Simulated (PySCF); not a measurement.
Mg(SH)(SMe) (CH₄MgS₂), SMILES C[S][Mg][SH]. Atoms are numbered in the order given.

```xyz
8

Mg    -0.3413     0.1740     0.3444
S     -2.0863     1.6395     0.7118
H     -1.2657     2.6243     1.1449
S      1.3671    -1.3335     0.0085
C      1.8345    -1.0781    -1.7455
H      1.0083    -1.3057    -2.4335
H      2.6557    -1.7756    -1.9606
H      2.1982    -0.0586    -1.9356
```
Charge 0, spin multiplicity 1.

Coordinates come from a PBE0-D3(BJ)/def2-SVP optimisation. The values are those of a single conformer.

These are B3LYP/pcJ-1 run with PySCF values and carry that method's errors.

Isotropic couplings with Fermi-contact, spin-dipole and both spin-orbit terms, one fixed conformer, no vibrational averaging. Isotopes: 13C, 1H.

Computed spin–spin coupling constants:
| pair | bonds apart | J (Hz) |
|---|---|---|
| C5–H6 | 1 | 146.9 |
| C5–H7 | 1 | 148.6 |
| C5–H8 | 1 | 146.6 |
| H6–H7 | 2 | -13.8 |
| H6–H8 | 2 | -9.9 |
| H7–H8 | 2 | -13.8 |
